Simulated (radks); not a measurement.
Values are calculated unless marked as measured or tabulated.
Task: Level of theory: scalar-relativistic Kohn-Sham, LDA (Slater exchange, Perdew-Wang correlation), spin-unpolarised, spherical densities, finite nucleus; Fermi nuclear charge, rms radius of each element as measured or else 0.836 A^(1/3) + 0.57 fm (a radial shooting solver on a logarithmic mesh with Libxc functionals). Each species is in its NIST ground configuration. Rank Co4+, Sc4+, V4+, Ni4+, Mn4+, Ti4+, Fe4+, Zn4+, Cr4+, Cu4+ by mean radius of the outermost orbital (bohr), largest first.

Result: Sc4+ 1.09, V4+ 1.08, Ti4+ 1.03, Cr4+ 1.02, Mn4+ 0.966, Fe4+ 0.919, Co4+ 0.877, Ni4+ 0.839, Cu4+ 0.805, Zn4+ 0.773.
